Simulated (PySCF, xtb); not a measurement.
Si(F)(H)2(OAc) (C2H5FO2Si), SMILES CC(=O)O[SiH2]F.

GFN2-xTB run with xtb at its own geometry gives an orbital gap of 4.94 eV and a dipole moment of 1.33 D.

Geometry optimised at B3LYP-D3(BJ)/def2-SVP. The values are those of a single conformer.

Problem. What does PBE/def2-TZVP in PySCF give? (The exact figures need the calculation; the answer reports its results.)

Solution. gap 5.35 eV (levels -6.77 and -1.43 eV), dipole 1.55 D.
